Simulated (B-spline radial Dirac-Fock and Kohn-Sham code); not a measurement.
## How the binding energies of Sm²¹⁺ add up

System: the Sm²¹⁺ ion, [Kr] 4d5; nuclear rms radius 5.0819 fm (A = 152).

Model: ΔSCF Dirac-Fock with Breit, self-energy and vacuum polarisation, finite nucleus, configuration average. Program: a radial finite-basis atomic code. Correlation and solid-state effects are left out. Energies are counted from the vacuum level.

All terms are in eV, carry their sign (relaxation lowers the binding energy) and add up to the binding energy; ⟨r⟩ is the mean radius of the orbital in the initial state.

```
subshell  −ε (Koopmans)  relaxation    Breit     QED  binding energy  ⟨r⟩ (bohr)
       K        47699.0      -59.80  -128.48  -66.11         47444.6       0.023
      L1         8403.3      -27.12   -13.38   -8.88          8353.9       0.096
      L2         7977.2      -31.03   -22.11    0.40          7924.5       0.081
      L3         7372.5      -29.09   -14.21   -0.59          7328.7       0.087
      M1         2339.2       -7.95    -2.33   -1.96          2326.9       0.252
      M2         2156.0       -8.59    -3.95    0.06          2143.5       0.242
      M3         2029.7       -7.93    -2.35   -0.13          2019.3       0.254
      M4         1716.8       -9.79    -1.59    0.18          1705.6       0.227
      M5         1689.7       -9.49    -0.96    0.10          1679.4       0.231
      N1          894.3       -1.25    -0.58   -0.52           891.9       0.547
      N2          816.8       -1.28    -0.96    0.02           814.6       0.554
      N3          784.2       -1.16    -0.56   -0.03           782.4       0.574
    N4,5          660.4       -1.13    -0.22    0.03           659.1       0.589
```

For the deepest level, K (1s), the Breit terms make up -0.271 % of the binding energy, QED -0.139 % and orbital relaxation -0.126 %.

Spin-orbit splittings: 2p 595.8 eV, 3p 124.3 eV, 3d 26.24 eV, 4p 32.14 eV.

Going to the tabulated ground configuration of the next ion removes an electron from N4,5 (4d), computed at 659.1 eV. NIST lists 658 ± 4 eV as the ionisation energy of this species (theoretical), -1.09 eV from the computed value, within the stated uncertainty.
